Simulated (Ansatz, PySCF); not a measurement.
GeF₂ClBr, SMILES [Cl][Ge]([Br])([F])[F].

Geometry optimised at TPSSh-D3(BJ)/def2-SVP.

Vertical ionisation energy (IE) and electron affinity (EA) in eV. Rows of orbital energies are one-electron estimates. Where ΔSCF, EOM or ADC give a negative EA the extra electron is unbound and the value depends on the basis.

```json
[
 {"level": "−ε(HOMO), −ε(LUMO), M06-2X/def2-TZVP (PySCF)", "IE": "10.86", "EA": "1.11"},
 {"level": "−ε(HOMO), −ε(LUMO), PBE/def2-TZVP (PySCF)", "IE": "8.20", "EA": "3.33"},
 {"level": "ΔSCF, PBE0/def2-SVPD (Ansatz), final states of multiplicity 2 and 2", "IE": "11.92", "EA": "0.75"},
 {"level": "ΔSCF, PBE/def2-SVPD (Ansatz), final states of multiplicity 2 and 2", "IE": "11.45", "EA": "0.89"}
]
```

Q: What vertical singlet–triplet gap does ΔSCF give with PBE0/def2-SVPD (Ansatz, an electronic-structure program) and with PBE/def2-SVPD (Ansatz)? (Estimate from the structure and the level; the computed values follow.)

A: 5.39 and 4.94 eV (triplet above singlet where positive).
